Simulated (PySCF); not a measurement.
These 2 structures share the formula C5H5S2 (doublet state). Level of theory: PBE0-D3(BJ)/def2-SVP geometry optimisation, gas phase (PySCF 2.14.0). Energies are electronic, without zero-point or thermal terms, for one conformer each. No frequencies were run at this level. Point groups hold within 0.08 Å. The open-shell SCF solutions weren't tested for stability.

Task: Rank from lowest to highest electronic energy at this level (kcal/mol).
A. `[CH3:1][S:2][c:3]1[cH:4][c:5][cH:6][s:7]1` (doublet state) with C1–S2–C3–C4 -97°
B. `[CH3:1][S:2][c:3]1[c:4][cH:5][cH:6][s:7]1` (doublet state) with C1–S2–C3–C4 96°

Result: A (0.0), B (0.9).

Neighbours under 5.0 kcal/mol apart (CSc1c[c]cs1 and CSc1[c]ccs1) can change places with a better method, another conformer or zero-point energy. Both arise from one parent by loss of a hydrogen atom (CSc1c[c]cs1: H removed from aryl C; CSc1[c]ccs1: H removed from aryl C), so the differences are those of the electronic X–H dissociation energies at this level.

| SMILES | E (Eh) | E rel (kcal/mol) | dipole (D) | point group | A, B, C (MHz) | ⟨S²⟩ |
| --- | --- | --- | --- | --- | --- | --- |
| CSc1c[c]cs1 | -988.93519 | 0.0 | 1.46 | C1 | 4061, 1307, 1136 | 0.761 |
| CSc1[c]ccs1 | -988.93381 | 0.9 | 1.84 | C1 | 4150, 1259, 1108 | 0.762 |

Task: As an exercise, what shares would exp(−E/RT) give at 1000 K from these electronic energies alone (no entropy, no degeneracies)?

Result: RT = 1.987 kcal/mol: CSc1c[c]cs1 60.7 %, CSc1[c]ccs1 39.3 %.
